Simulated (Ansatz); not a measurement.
Input:

```yaml
crystal:
  periodic: [false, false, false]
  atoms:
    - { symbol: C, position_ang: [-0.298197, -2.216132, -0.363957] }
    - { symbol: Si, position_ang: [1.178052, -1.027007, -0.617746] }
    - { symbol: F, position_ang: [2.253023, -1.748671, -1.764243] }
    - { symbol: B, position_ang: [0.542187, 0.782858, -1.308497] }
    - { symbol: F, position_ang: [0.355725, 0.950554, -2.670262] }
    - { symbol: P, position_ang: [0.340402, 2.326812, -0.179747] }
    - { symbol: Si, position_ang: [-0.816082, 1.619194, 1.701153] }
    - { symbol: H, position_ang: [-0.983676, -1.815094, 0.403829] }
    - { symbol: H, position_ang: [0.056488, -3.205207, -0.029576] }
    - { symbol: H, position_ang: [-0.860949, -2.345877, -1.302651] }
    - { symbol: H, position_ang: [1.958807, -0.896313, 0.680937] }
    - { symbol: H, position_ang: [-0.641741, 3.124389, -0.890053] }
    - { symbol: H, position_ang: [-2.196153, 1.07828, 1.392198] }
    - { symbol: H, position_ang: [0.020676, 0.531119, 2.332318] }
    - { symbol: H, position_ang: [-0.930462, 2.790194, 2.645598] }
basis:
  gaussian: { orbitals: "6-31G" }
hamiltonian:
  xc: pbe
md:
  timestep: 0.5
  n_steps: 250
  ensemble: nvt_nose_hoover
  temperature: 200.0
  initial_velocities: maxwell_boltzmann
  seed: 441282
  nose_hoover: { tau: 300.0, chain_length: 5 }
scf:
  lower_state_search: "off"
```

Run as:

```bash
$ ansatz run input.yaml --threads 2 --pin off --max-ram 3072MiB --backend cpu --events-out ev --progress --plain --runs-dir out
```

Hardware: 2 threads of Arm Neoverse N1, on a shared host.

**Question.** Roughly how long does this run take, and how much memory?

**Answer.** 19 min, with a peak of 0.15 GiB, for 251 ionic steps.
